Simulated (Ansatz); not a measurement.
Born–Oppenheimer molecular dynamics of CH4 + H7NSi2 (15 atoms, charge 0, multiplicity 1). It starts from a relaxed structure.

These are results of RKS r2SCAN-D4/STO-3G in Ansatz, not measurements.

```json
{"ensemble": "NVT, Langevin thermostat", "time step": "0.5 fs", "steps asked": "266", "set temperature": "50 K", "friction": "0.001 /fs", "masses": "H 2.014 u", "seed": "142856"}
```

Frames 2.5 fs apart, positions in Å.

Velocities at 5.0 fs (Å/ps):

```
C 2.71 0.36 -1.55
H 8.42 -6.84 4.31
H 1.16 0.90 -0.55
H 7.07 -0.05 -1.84
H -2.23 -0.42 0.12
Si 0.11 0.32 -1.13
N -0.68 -0.75 3.15
Si -1.46 0.10 0.49
H 2.45 6.34 -6.08
H -6.59 -2.13 -1.24
H 3.52 0.01 -1.16
H 2.12 0.80 2.56
H -1.83 -3.62 4.98
H -2.67 -0.39 1.35
H -4.96 1.54 0.24
```

```xyz
15
Properties=species:S:1:pos:R:3 time_fs=5.0 energy_less_start_eV=0.033 T=33
C 0.128 0.688 -2.313
H 1.102 1.182 -2.356
H 0.199 -0.244 -2.880
H -0.677 1.292 -2.753
H -0.118 0.476 -1.263
Si 0.763 0.891 1.581
N -0.511 0.047 0.722
Si -0.673 -1.696 0.746
H 2.023 0.317 1.189
H 0.584 0.794 3.013
H 0.764 2.294 1.207
H -1.423 0.538 0.821
H 0.612 -2.279 0.435
H -1.679 -2.099 -0.202
H -1.078 -2.206 2.037
15
Properties=species:S:1:pos:R:3 time_fs=7.5 energy_less_start_eV=0.044 T=28
C 0.135 0.688 -2.316
H 1.120 1.169 -2.347
H 0.202 -0.244 -2.880
H -0.655 1.296 -2.759
H -0.124 0.472 -1.260
Si 0.763 0.892 1.578
N -0.513 0.046 0.729
Si -0.677 -1.696 0.747
H 2.031 0.330 1.175
H 0.571 0.789 3.013
H 0.770 2.292 1.205
H -1.418 0.539 0.827
H 0.608 -2.287 0.447
H -1.687 -2.101 -0.201
H -1.091 -2.204 2.040
15
Properties=species:S:1:pos:R:3 time_fs=10.0 energy_less_start_eV=0.047 T=24
C 0.141 0.687 -2.318
H 1.129 1.164 -2.342
H 0.204 -0.249 -2.881
H -0.628 1.310 -2.768
H -0.129 0.466 -1.258
Si 0.763 0.893 1.574
N -0.514 0.045 0.736
Si -0.681 -1.696 0.749
H 2.039 0.337 1.168
H 0.565 0.786 3.015
H 0.771 2.288 1.204
H -1.418 0.540 0.833
H 0.604 -2.294 0.455
H -1.696 -2.103 -0.204
H -1.103 -2.202 2.047
15
Properties=species:S:1:pos:R:3 time_fs=12.5 energy_less_start_eV=0.042 T=28
C 0.148 0.683 -2.317
H 1.132 1.162 -2.339
H 0.206 -0.256 -2.881
H -0.601 1.334 -2.783
H -0.133 0.460 -1.264
Si 0.764 0.894 1.571
N -0.514 0.044 0.740
Si -0.685 -1.695 0.750
H 2.044 0.341 1.168
H 0.568 0.786 3.015
H 0.768 2.287 1.202
H -1.423 0.540 0.836
H 0.600 -2.297 0.459
H -1.702 -2.104 -0.208
H -1.116 -2.201 2.052
15
Properties=species:S:1:pos:R:3 time_fs=15.0 energy_less_start_eV=0.039 T=31
C 0.154 0.678 -2.316
H 1.133 1.164 -2.337
H 0.206 -0.262 -2.880
H -0.571 1.359 -2.797
H -0.134 0.457 -1.275
Si 0.765 0.895 1.568
N -0.515 0.045 0.743
Si -0.690 -1.694 0.753
H 2.044 0.341 1.175
H 0.579 0.790 3.013
H 0.759 2.290 1.202
H -1.428 0.536 0.838
H 0.593 -2.297 0.461
H -1.701 -2.101 -0.210
H -1.126 -2.200 2.054
15
Properties=species:S:1:pos:R:3 time_fs=17.5 energy_less_start_eV=0.036 T=33
C 0.160 0.673 -2.317
H 1.136 1.164 -2.333
H 0.205 -0.263 -2.880
H -0.537 1.374 -2.805
H -0.136 0.457 -1.283
Si 0.766 0.896 1.566
N -0.516 0.046 0.743
Si -0.695 -1.695 0.756
H 2.042 0.336 1.186
H 0.598 0.797 3.009
H 0.747 2.297 1.202
H -1.430 0.530 0.838
H 0.585 -2.295 0.461
H -1.694 -2.095 -0.210
H -1.134 -2.198 2.051
15
Properties=species:S:1:pos:R:3 time_fs=20.0 energy_less_start_eV=0.033 T=35
C 0.166 0.671 -2.320
H 1.145 1.159 -2.326
H 0.206 -0.263 -2.884
H -0.505 1.379 -2.808
H -0.141 0.458 -1.282
Si 0.767 0.897 1.564
N -0.519 0.048 0.741
Si -0.701 -1.695 0.760
H 2.039 0.326 1.198
H 0.622 0.806 3.005
H 0.731 2.303 1.202
H -1.434 0.525 0.838
H 0.578 -2.291 0.461
H -1.687 -2.087 -0.213
H -1.141 -2.196 2.047
15
Properties=species:S:1:pos:R:3 time_fs=22.5 energy_less_start_eV=0.030 T=36
C 0.174 0.670 -2.323
H 1.160 1.144 -2.318
H 0.207 -0.263 -2.894
H -0.486 1.379 -2.809
H -0.148 0.464 -1.278
Si 0.768 0.899 1.563
N -0.522 0.049 0.738
Si -0.707 -1.695 0.764
H 2.038 0.313 1.209
H 0.649 0.816 3.004
H 0.714 2.305 1.202
H -1.440 0.524 0.837
H 0.574 -2.288 0.460
H -1.684 -2.079 -0.219
H -1.148 -2.196 2.049
15
Properties=species:S:1:pos:R:3 time_fs=25.0 energy_less_start_eV=0.022 T=41
C 0.183 0.668 -2.325
H 1.182 1.121 -2.306
H 0.209 -0.262 -2.905
H -0.483 1.379 -2.813
H -0.154 0.472 -1.280
Si 0.768 0.901 1.562
N -0.524 0.049 0.735
Si -0.712 -1.695 0.767
H 2.037 0.297 1.215
H 0.675 0.827 3.008
H 0.699 2.304 1.201
H -1.446 0.525 0.837
H 0.571 -2.285 0.460
H -1.686 -2.072 -0.230
H -1.157 -2.199 2.055
15
Properties=species:S:1:pos:R:3 time_fs=27.5 energy_less_start_eV=0.027 T=39
C 0.193 0.667 -2.326
H 1.204 1.091 -2.295
H 0.211 -0.260 -2.913
H -0.488 1.381 -2.820
H -0.158 0.479 -1.291
Si 0.768 0.903 1.560
N -0.527 0.049 0.731
Si -0.717 -1.695 0.771
H 2.034 0.283 1.216
H 0.700 0.838 3.016
H 0.685 2.300 1.198
H -1.447 0.529 0.836
H 0.569 -2.281 0.460
H -1.691 -2.067 -0.241
H -1.167 -2.203 2.061
15
Properties=species:S:1:pos:R:3 time_fs=30.0 energy_less_start_eV=0.045 T=31
C 0.201 0.668 -2.327
H 1.223 1.062 -2.285
H 0.214 -0.256 -2.918
H -0.488 1.379 -2.823
H -0.158 0.480 -1.306
Si 0.768 0.905 1.560
N -0.530 0.050 0.727
Si -0.721 -1.695 0.774
H 2.025 0.270 1.212
H 0.720 0.850 3.022
H 0.675 2.295 1.192
H -1.443 0.533 0.836
H 0.566 -2.277 0.464
H -1.694 -2.063 -0.248
H -1.176 -2.209 2.065
15
Properties=species:S:1:pos:R:3 time_fs=32.5 energy_less_start_eV=0.052 T=28
C 0.209 0.669 -2.330
H 1.238 1.038 -2.277
H 0.215 -0.253 -2.920
H -0.472 1.373 -2.821
H -0.157 0.474 -1.313
Si 0.767 0.905 1.561
N -0.533 0.051 0.723
Si -0.726 -1.695 0.777
H 2.013 0.262 1.201
H 0.735 0.863 3.022
H 0.670 2.293 1.182
H -1.441 0.541 0.837
H 0.563 -2.274 0.469
H -1.694 -2.061 -0.247
H -1.184 -2.214 2.064
```

Of the whole run (133 fs, mean temperature of the second half 34 K): The mean temperature of the second half is 33 % below the set value. A run of 0.13 ps of so small a system gives no equilibrium averages. Limits of this set-up: minimal basis.

Run time: 4.9 min on 1 CPU thread of a shared host.
